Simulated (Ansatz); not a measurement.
An input meant for Ge(OMe)H3 (CH₆GeO) (charge 0, singlet; atoms displaced at random, 0.15 Å in each coordinate).

```yaml
crystal:
  periodic: [true, true, true]
  atoms:
    - {symbol: Ge, position_ang: [-0.361261, 0.575788, -1.137373]}
    - {symbol: O, position_ang: [-0.403846, 0.381822, 0.644384]}
    - {symbol: C, position_ang: [0.448809, -0.404068, 1.096728]}
    - {symbol: H, position_ang: [0.249011, -1.533439, 0.989661]}
    - {symbol: H, position_ang: [0.252679, -0.400712, 2.225859]}
    - {symbol: H, position_ang: [1.098369, -0.702819, 0.953913]}
    - {symbol: H, position_ang: [1.204902, 0.473838, -1.622824]}
    - {symbol: H, position_ang: [-1.130994, 1.956082, -1.531651]}
    - {symbol: H, position_ang: [-1.099835, -0.493116, -1.736465]}
basis:
  gaussian: {orbitals: "6-31G*"}
hamiltonian: {xc: {name: PBE}, dispersion: d4}
output: {forces: true}
```

```sh
$ ansatz run in.yaml --threads 4 --pin off --events-out ev --progress --plain --max-ram 3916MiB
```

Shortened log:

```
Error: YAML parse error: error: line 2 column 3: crystal: missing field `lattice` (a structure is typed as `lattice` and `atoms`, a molecule's as `atoms` in Å alone, or read from a run's directory, `checkpoint`)
 --> <input>:2:3
1 | crystal:
2 |   periodic: [true, true, true]
3 |   atoms:
4 |     - {symbol: Ge, position_ang: [-0.361261, 0.575788, -1.137373]}
```

(1) What is wrong with this run?

## Answers

(1) The species is marked periodic without a cell. The program refused the input.
